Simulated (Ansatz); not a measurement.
Consider the ligand exchange at the Al–N bond: `N[SiH2][NH][AlH][F]` + `CN[SiH3]` → `C[N]([SiH3])[AlH][F]` + `N[SiH2]N`.

Computed with Ansatz on PBE0-D4/def2-TZVP structures; ΔE is electronic, products minus reactants. CCSD(T)/CBS adds triple-zeta CCSD(T) − MP2 to the extrapolated MP2 energy (def2 sets, frozen cores). This one scheme is used for every species. Functionals use def2-TZVPP. Each species was taken in one conformer, which may not be the lowest.

| level | ΔE (kcal/mol) | difference from CCSD(T)/CBS |
| --- | --- | --- |
| PBE-D4 | 0.8 | -0.1 |
| PBE0-D4 | 1.1 | 0.2 |
| ωB97X-V | 1.2 | 0.3 |
| ωB97M-V | 1.0 | 0.1 |
| B2PLYP | 1.4 | 0.5 |
| PBE | 1.3 | 0.4 |
| PBE0 | 1.5 | 0.6 |
| HF/def2-TZVPP | 2.8 | 1.9 |
| MP2/def2-TZVPP | 0.7 | -0.2 |
| CCSD/def2-TZVPP | 1.3 | 0.4 |
| CCSD(T)/def2-TZVPP | 0.9 | 0.0 |
| HF/def2-QZVPP | 2.8 | 1.9 |
| MP2/def2-QZVPP | 0.6 | -0.3 |
| SCS-MP2/def2-QZVPP | 1.0 | 0.1 |
| MP2/CBS(def2) | 0.6 | -0.3 |
| CCSD/CBS(def2) | 1.2 | 0.3 |
| CCSD(T)/CBS | 0.9 | 0 |

Largest T1 diagnostic among the species: 0.012.

The D4 term adds −0.8 kcal/mol with B3LYP and −0.4 kcal/mol with PBE0; it sums over pairs of atoms, weighted by their polarisabilities, and B3LYP, whose exchange is more repulsive, gets the larger term. In def2-TZVPP, CCSD(T) changes the Hartree–Fock value by −1.9 kcal/mol (the triples alone add −0.3 kcal/mol) and MP2 by −2.1 kcal/mol.

B3LYP here is the variant with VWN-RPA as its local correlation; programs differ in this.
